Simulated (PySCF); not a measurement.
ClH3SeSi, SMILES [SiH2](Cl)[SeH]. Atoms are numbered in the order given.

```xyz
6

Si    -0.9070    -0.6541     0.0000
Cl     0.5401    -2.1347     0.0000
Se     0.2360     1.3223     0.0000
H     -1.7463    -0.8087     1.2130
H     -1.7463    -0.8087    -1.2130
H     -1.0151     2.1055     0.0000
```
Charge 0, spin multiplicity 1.

Geometry optimised at TPSSh-D3(BJ)/def2-SVP. The values are those of a single conformer.

These are PBE0/def2-TZVPD in PySCF values and carry that method's errors.

Symmetry labels are those of the subgroup Cs that the program uses (full group Cs).

Q: List the valence orbital energies around the gap with their symmetry. (An estimate is asked for; the answer gives what the named calculation found.)

A: 
| orbital | symmetry | energy (eV) |
|---|---|---|
| HOMO−7 | A' | -15.11 |
| HOMO−6 | A' | -11.76 |
| HOMO−5 | A" | -11.09 |
| HOMO−4 | A' | -11.04 |
| HOMO−3 | A' | -9.99 |
| HOMO−2 | A" | -9.24 |
| HOMO−1 | A' | -8.95 |
| HOMO | A" | -7.36 |
| LUMO | A' | -0.59 |
| LUMO+1 | A' | -0.44 |
| LUMO+2 | A' | -0.36 |
| LUMO+3 | A' | 0.59 |
